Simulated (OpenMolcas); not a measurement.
**Li I: CASPT2 settings compared**

| Property | Result |
| --- | --- |
| Program | OpenMolcas 26.06 |
| Basis | ANO-RCC-VDZP [3s2p1d] |
| Scalar Hamiltonian | DKH3, point nucleus |
| Active space | 1 electron in 8 orbitals (2s 2p 3s 3p) |
| State averaging | 2S+1 = 2 even, 1 root; 2S+1 = 2 odd, 3 roots |
| Spin-orbit coupling | RASSI with atomic mean-field integrals over the reference wave functions, term energies averaged over their components |

Methods on the same reference wave functions:
A. CASSCF
B. SS-CASPT2, IPEA 0.35 Eh, imaginary shift 0.05 Eh (closed shells correlated: 1s)
C. SS-CASPT2, IPEA 0.15 Eh, imaginary shift 0.15 Eh (closed shells correlated: 1s)
D. SS-CASPT2, IPEA 0 Eh, sigma1 regulariser 0.3 Eh (closed shells correlated: 1s)

Energies in eV above 2s ²S_1/2, the measured ground level; measured values from NIST Handbook of Basic Atomic Spectroscopic Data.

| Level | A | B | C | D | Measured |
| --- | --- | --- | --- | --- | --- |
| 2s ²S_1/2 | 0.0000 | 0.0000 | 0.0000 | 0.0000 | 0.0000 |
| 2p ²P°_1/2 | 1.8471 | 1.840 | 1.840 | 1.840 | 1.8478 |
| 2p ²P°_3/2 | 1.8471 | 1.840 | 1.840 | 1.840 | 1.8479 |

Deviations, from unrounded energies. A percentage is the sum of absolute deviations over the sum of measured energies, with the sign that they share, or ± where signs differ.

| Against measurement | Levels | A | B | C | D |
| --- | --- | --- | --- | --- | --- |
| mean absolute deviation (cm-1) | 2 | 5.8 | 65 | 64 | 63 |
| other configurations (%) | 2 | -0.0 | -0.4 | -0.4 | -0.4 |

A lies closest to measurement on these levels and B furthest from it. The largest miss of A in the table is 2p ²P°_3/2, by -6 cm-1. The ranking rests on the paired levels alone, and a cruder setting can come out closer through cancelling errors.

Among B to D no level of the table moves by more than 5 cm-1.

The lowest spin-free term lies below A's lowest term by 0.014 hartree in B, 0.014 hartree in C, 0.014 hartree in D.

With one active electron outside closed inactive shells, the extra shells (3p 3s) add no correlation to the reference. ANO sets are built for ground and valence states and can reach diffuse excited orbitals poorly. With one active electron the reference holds no correlation, so core polarisation is missing (holds for A). With one active electron, CASPT2 adds the correlation within the correlated inactive shells and between them and that electron, and leaves the splitting within a term as the reference gives it (holds for B; C; D). Measured partners are found by configuration, term and J. A level has none where our copy of the source lacks it or the pairing is in doubt (some pairs that miss far off the trend of their configuration count as doubtful), and it then counts in no deviation. Levels of configurations outside the active space are missing.

° marks odd parity.
